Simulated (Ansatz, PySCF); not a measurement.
System: C₂H₉N₂Si (charge 0, doublet). SMILES: [CH2][Si](C)(N)N
Geometry from a B3LYP-D3(BJ)/def2-TZVP (Ansatz, a program for electronic structure) optimisation:
```
Si
N 1 1.7210
H 2 1.0070 1 120.99
H 2 1.0078 3 111.79 1 -151.80
N 1 1.7290 2 104.84 3 159.09
H 5 1.0081 1 120.10 2 160.05
H 5 1.0087 6 111.00 1 -146.65
C 1 1.8487 2 105.43 3 36.14
H 8 1.0856 1 122.76 2 -152.77
H 8 1.0858 9 113.93 1 174.61
C 1 1.8739 2 117.23 3 -84.72
H 11 1.0920 1 110.74 2 61.29
H 11 1.0921 12 108.01 1 121.73
H 11 1.0937 12 107.49 13 116.18
```
Charge 0, spin multiplicity 2.

Property: atomisation energy, in kcal/mol. Terms: spin-orbit terms left out; non-relativistic; frozen cores in correlated levels; UHF or UKS for open shells; 6-31G* and kin with 6d, 5d where marked; atomisation electronic, to ground-state atoms; 6-311+G** with 5d, 6d on Na to Ar in Ansatz; no dispersion term unless named. CBS marks a two-point X^-3 extrapolation of the correlation energy; Hartree-Fock from the larger set. Ab initio and DFT rows: single points at B3LYP-D3(BJ) geometries (Ansatz).

Coupled cluster (Ansatz) is a level with limits of its own, used here on species with T1 under 0.025 (0.045 for open shells) and stable references: CCSD(T)/CBS(cc-pV(T+d)Z,cc-pV(Q+d)Z).

Value to compare with, CCSD(T)/CBS(cc-pV(T+d)Z,cc-pV(Q+d)Z) (Ansatz): 1220.4 kcal/mol.

```
level               program  atomisation energy (kcal/mol)  difference
------------------  -------  -----------------------------  ----------
HF/STO-3G            Ansatz                         1032.4      -188.0
HF/6-31G*            Ansatz                          860.8      -359.6
HF/6-311+G**         Ansatz                          871.1      -349.3
SVWN5/6-31G*         Ansatz                         1362.0       141.6
PBE/6-311+G**        Ansatz                         1219.6        -0.8
BP86/6-31G* (5d)      PySCF                         1231.3        10.9
B3LYP/6-31G          Ansatz                         1144.4       -76.0
B3LYP/6-31G*         Ansatz                         1192.5       -27.9
B3LYP/cc-pVDZ        Ansatz                         1174.7       -45.7
M06-2X/6-31G* (5d)    PySCF                         1198.9       -21.5
MP2/STO-3G           Ansatz                         1143.7       -76.7
MP2/3-21G            Ansatz                         1004.8      -215.6
B3PW91/6-31G* (5d)    PySCF                         1192.8       -27.6
PBE/def2-TZVPD       Ansatz                         1231.0        10.6
PBE0/def2-TZVPD      Ansatz                         1214.4        -6.0
```

Among the 13 habitual levels, HF/6-31G* lies farthest from CCSD(T)/CBS(cc-pV(T+d)Z,cc-pV(Q+d)Z) (Ansatz) (-359.6 kcal/mol) and PBE/6-311+G** nearest (-0.8); 2 of 13 lie above it, and their mean absolute difference is 118.6 kcal/mol, the median 76.0. One case shows no general order.

The levels are drawn from those run, B3LYP/6-31G* more often than the rest, none by its result; left out are runs that failed, that the program found above a lower state of the same kind, or whose <S^2> lies over 0.5 above the pure value.
